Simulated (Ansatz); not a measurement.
ClFH2MoO3 (`[O]=[Mo]([OH])([OH])([F])[Cl]`). Charge 0, multiplicity 1. Correlated methods include outer-core shells of Mo, which these sets cover unevenly. Mo: def2 effective core potential.

```xyz
8

O     0.069   -1.981    0.290
Mo    0.245   -0.380   -0.066
O    -1.404    0.543   -0.228
O     0.264    0.348    1.633
F     0.058   -0.436   -1.927
Cl    2.437    0.105   -0.440
H    -1.765    0.533   -1.121
H     0.096    1.268    1.858
```

**Question.** Give the diagnostics of a CCSD(T)/def2-TZVPP run (frozen core, the Gaussian-basis code of Ansatz). (Best estimate.)

**Answer.** Ansatz gave: T1 = 0.0245, largest single amplitude 0.058, largest double 0.031, (T) share of the correlation energy 5.3 %, 15 CCSD cycles. The RHF solution is stable towards an unrestricted one. T1 lies over the customary mark of 0.02 for closed shells; compounds of d metals often pass it without a breakdown.
